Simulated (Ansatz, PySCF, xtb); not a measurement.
Noncovalent pair: H2S (SMILES S) (first 3 atoms) with H4OSi (SMILES O[SiH3]); geometry from B3LYP-D3(BJ)/def2-TZVP, rigid monomers moved along the line of their centres of mass till H2···O4 is 2.56 Å.
(charge 0, multiplicity 1):
```json
[
 {"atom": "S", "x (Å)": "0.4593", "y (Å)": "-0.1280", "z (Å)": "-0.0294"},
 {"atom": "H", "x (Å)": "0.2706", "y (Å)": "0.5953", "z (Å)": "1.0895"},
 {"atom": "H", "x (Å)": "-0.8584", "y (Å)": "-0.2164", "z (Å)": "-0.2696"},
 {"atom": "O", "x (Å)": "-0.1313", "y (Å)": "0.9996", "z (Å)": "3.5838"},
 {"atom": "Si", "x (Å)": "-0.4138", "y (Å)": "-0.4828", "z (Å)": "4.2776"},
 {"atom": "H", "x (Å)": "0.4270", "y (Å)": "1.6236", "z (Å)": "4.0543"},
 {"atom": "H", "x (Å)": "0.8222", "y (Å)": "-1.2972", "z (Å)": "4.3388"},
 {"atom": "H", "x (Å)": "-1.4176", "y (Å)": "-1.1382", "z (Å)": "3.4199"},
 {"atom": "H", "x (Å)": "-0.9394", "y (Å)": "-0.3222", "z (Å)": "5.6554"}
]
```

Interaction energies are E(AB) − E(A) − E(B) at the monomers' geometry in the complex; basis-set methods are counterpoise corrected. Rows marked so take none.

Rows in 6-31G*, STO-3G carry no dispersion term and start afresh at each structure (6-31G* with six Cartesian d functions).

Programs: Ansatz (a quantum-chemistry and plane-wave program) with Gaussian orbitals; PySCF for 6-31G* rows, STO-3G rows; xtb for the GFN methods. Values without a source in brackets are computed.

Question: One of these levels gives -41.1 meV for the interaction energy. Which?
(A) PBE/def2-TZVPPD
(B) HF/STO-3G (no counterpoise)
(C) B3LYP/6-31G* (no counterpoise)
(D) GFN2-xTB

Answer: B, HF/STO-3G (no counterpoise). The others give -108.4 (GFN2-xTB), -70.6 (PBE/def2-TZVPPD), -93.6 (B3LYP/6-31G* (no counterpoise))
